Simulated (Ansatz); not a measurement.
CH₇AlOSi₂. Charge 0, multiplicity 1. All single points use the PBE0-D4/def2-TZVP geometry.

```xyz
12

Si   -0.040   -0.553    1.658
C    -0.228    0.603    0.221
Al   -1.366   -0.054   -1.242
O     0.011   -0.157   -2.283
Si    1.066    0.451   -1.143
H    -1.217   -0.496    2.570
H     0.060   -1.952    1.145
H     1.178   -0.286    2.473
H    -0.418    1.620    0.577
H    -2.861   -0.413   -1.569
H     2.157   -0.515   -0.847
H     1.657    1.751   -1.558
```

(1) What is the dipole moment at B3LYP/def2-TZVPP? (Best estimate.)

(2) And with PBE, r2SCAN, ωB97M-V? (An estimate is asked.)

(3) Give the Mulliken charges with B3LYP, r2SCAN, PBE in def2-TZVPP. (Estimate.)

Results:

(1) Computed: 1.65 D, with components (-1.20, 1.01, 0.52) D in this frame, pointing from negative to positive charge.

(2) The calculation gave: PBE 1.58 D, r2SCAN 1.63 D, ωB97M-V 1.68 D.

(3) Computed: 
```json
{"atom": "Si1", "B3LYP": "0.22", "r2SCAN": "0.26", "PBE": "0.14"}
{"atom": "C2", "B3LYP": "-0.36", "r2SCAN": "-0.43", "PBE": "-0.27"}
{"atom": "Al3", "B3LYP": "0.49", "r2SCAN": "0.55", "PBE": "0.40"}
{"atom": "O4", "B3LYP": "-0.46", "r2SCAN": "-0.48", "PBE": "-0.38"}
{"atom": "Si5", "B3LYP": "0.50", "r2SCAN": "0.54", "PBE": "0.42"}
{"atom": "H6", "B3LYP": "-0.07", "r2SCAN": "-0.08", "PBE": "-0.06"}
{"atom": "H7", "B3LYP": "-0.08", "r2SCAN": "-0.08", "PBE": "-0.06"}
{"atom": "H8", "B3LYP": "-0.07", "r2SCAN": "-0.08", "PBE": "-0.06"}
{"atom": "H9", "B3LYP": "0.10", "r2SCAN": "0.10", "PBE": "0.10"}
{"atom": "H10", "B3LYP": "-0.09", "r2SCAN": "-0.11", "PBE": "-0.07"}
{"atom": "H11", "B3LYP": "-0.09", "r2SCAN": "-0.09", "PBE": "-0.08"}
{"atom": "H12", "B3LYP": "-0.10", "r2SCAN": "-0.10", "PBE": "-0.09"}
```

B3LYP here is the variant with VWN-RPA as its local correlation; programs differ in this.
